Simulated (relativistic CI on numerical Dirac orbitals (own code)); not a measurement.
## Cs45+: what numerical and physical settings do to a radial Dirac CI calculation

Reference input:

```
atom Cs  Z=55  charge=45  electrons=10
nucleus A=133  rms_radius_fm=4.8041
hamiltonian dirac-coulomb  breit=on  qed=on  c_scale=1
orbitals kli  potential=per-configuration
slater_scale 1
correlation none
mixing on
grid step=0.0125 r_max=2.8
scf mixing=0.4 start=green max_iterations=150 tolerance=2e-08 node_fill=0.05
configurations
  [He] 2s2 2p6
  [He] 2s2 2p5 3s
  [He] 2s2 2p5 3p
end
```

Computed lowest total energy -5782.61140 Ha, first excitation 35357295.6 cm⁻¹, 24 SCF steps. Runs with settings changed; * marks those that are bad on purpose:

```tsv
Changed	Outcome	Lowest level	ΔE (Ha)	First excitation (cm⁻¹)	SCF steps	Message
node fill of the KLI weights 0.5	converged	2p⁶ ¹S0	-0.00594	35356237.2	24	
SCF tolerance 1e-06	converged	2p⁶ ¹S0	3.52e-08	35357295.6	21	
grid step 0.008	converged	2p⁶ ¹S0	-6.16e-05	35357296.0	24	
end of the grid at 1.96 bohr, Breit term off	converged	2p⁶ ¹S0	-4.93	35417760.4	24	
charge 46 *	refused				0	configuration [He] 2s2 2p6 has 10 electrons, the ion has 9
SCF mixing 1.8 *	converged	2p⁶ ¹S0	-3.18e-10	35357295.6	24
```
